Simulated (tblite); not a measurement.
Parent: `[O:1]=[C:2]([OH:3])[C:4]#[C:5][CH2:6][N:7]([SiH3:8])[SiH3:9]` with O1–C2–O3–H 0°, C5–C6–N7–Si8 81°, C4H9NO2Si2.

Structures optimised with GFN2-xTB, isolated species. One conformer each, not checked by frequencies here.

```tsv
coordinate of the parent	value
O1=C2	1.204 Å
C2–O3	1.341 Å
C2–C4	1.436 Å
C4≡C5	1.204 Å
C5–C6	1.447 Å
C6–N7	1.452 Å
N7–Si8	1.740 Å
N7–Si9	1.742 Å
O1–C2–O3	123.4°
O1–C2–C4	124.7°
O3–C2–C4	112.0°
C2–C4–C5	177.4°
C4–C5–C6	174.3°
C5–C6–N7	111.1°
C6–N7–Si8	115.8°
C6–N7–Si9	115.9°
Si8–N7–Si9	125.4°
```

Q: How does the shared frame change in `[O:1]=[CH:2][C:3]#[C:4][CH2:5][N:6]([SiH3:7])[SiH3:8]` with C4–C5–N6–Si7 -81°, C4H9NOSi2? Atoms pair as O1 = O1, C2 = C2, C4 = C3, C5 = C4, C6 = C5, N7 = N6, Si8 = Si7, Si9 = Si8 (parent first).

A: 
```
    parent    relative  value in the relative  change
     O1=C2       O1=C2                1.203 Å  -0.001
     C2–C4       C2–C3                1.424 Å  -0.012
     C4≡C5       C3≡C4                1.207 Å  +0.003
     C5–C6       C4–C5                1.446 Å  -0.001
     C6–N7       C5–N6                1.451 Å  -0.001
    N7–Si8      N6–Si7                1.739 Å  -0.001
    N7–Si9      N6–Si8                1.740 Å  -0.002
  O1–C2–C4    O1–C2–C3                 125.9°    +1.2
  C2–C4–C5    C2–C3–C4                 177.3°    -0.1
  C4–C5–C6    C3–C4–C5                 174.0°    -0.3
  C5–C6–N7    C4–C5–N6                 112.7°    +1.6
 C6–N7–Si8   C5–N6–Si7                 115.9°    +0.1
 C6–N7–Si9   C5–N6–Si8                 115.6°    -0.3
Si8–N7–Si9  Si7–N6–Si8                 126.1°    +0.7
```

Of the parent's bonds, C2–C4 changes most (-0.012 Å).

Q: How does the shared frame change in `[CH3:1][N:2]([SiH3:3])[CH2:4][C:5]#[C:6][C:7](=[O:8])[OH:9]` with C1–N2–C4–C5 -69°, C6–C7–O9–H 180°, C5H9NO2Si? Atoms pair as O1 = O8, C2 = C7, O3 = O9, C4 = C6, C5 = C5, C6 = C4, N7 = N2, Si8 = Si3 (parent first).

A: 
```csv
parent,relative,value in the relative,change
O1=C2,O8=C7,1.203 Å,-0.001
C2–O3,C7–O9,1.343 Å,+0.002
C2–C4,C7–C6,1.436 Å,0.000
C4≡C5,C6≡C5,1.204 Å,0.000
C5–C6,C5–C4,1.450 Å,+0.003
C6–N7,C4–N2,1.445 Å,-0.007
N7–Si8,N2–Si3,1.725 Å,-0.015
O1–C2–O3,O8–C7–O9,123.4°,0.0
O1–C2–C4,O8–C7–C6,124.9°,+0.2
O3–C2–C4,O9–C7–C6,111.7°,-0.3
C2–C4–C5,C7–C6–C5,175.3°,-2.1
C4–C5–C6,C6–C5–C4,174.2°,-0.1
C5–C6–N7,C5–C4–N2,113.1°,+2.0
C6–N7–Si8,C4–N2–Si3,120.3°,+4.5
```

Of the parent's bonds, N7–Si8 changes most (-0.015 Å). Bonds of the relative outside the shared frame: C1–N2 1.442 Å. Point group C1 → C1.

Q: How does the shared frame change in `[O:1]=[C:2]([OH:3])[C:4]#[C:5][CH2:6][CH2:7][N:8]([SiH3:9])[SiH3:10]` with O1–C2–O3–H 0°, C5–C6–C7–N8 180°, C6–C7–N8–Si9 82°, C5H11NO2Si2? Atoms pair as C2 = C4, C4 = C5, C5 = C6, C6 = C7, N7 = N8, Si8 = Si9, Si9 = Si10 (parent first).

A: 
| parent | relative | value in the relative | change |
| --- | --- | --- | --- |
| C2–C4 | C4≡C5 | 1.204 Å | -0.232 |
| C4≡C5 | C5–C6 | 1.439 Å | +0.235 |
| C5–C6 | C6–C7 | 1.539 Å | +0.092 |
| C6–N7 | C7–N8 | 1.444 Å | -0.008 |
| N7–Si8 | N8–Si9 | 1.739 Å | -0.001 |
| N7–Si9 | N8–Si10 | 1.739 Å | -0.003 |
| C2–C4–C5 | C4–C5–C6 | 176.5° | -0.9 |
| C4–C5–C6 | C5–C6–C7 | 111.2° | -63.1 |
| C5–C6–N7 | C6–C7–N8 | 112.6° | +1.5 |
| C6–N7–Si8 | C7–N8–Si9 | 117.5° | +1.7 |
| C6–N7–Si9 | C7–N8–Si10 | 117.5° | +1.6 |
| Si8–N7–Si9 | Si9–N8–Si10 | 123.0° | -2.4 |

Of the parent's bonds, C4–C5 changes most (+0.235 Å). Bonds of the relative outside the shared frame: O1=C2 1.203, C2–O3 1.343, C2–C4 1.435 Å. Point group C1 → Cs.

The numbers are calculated, not measured.
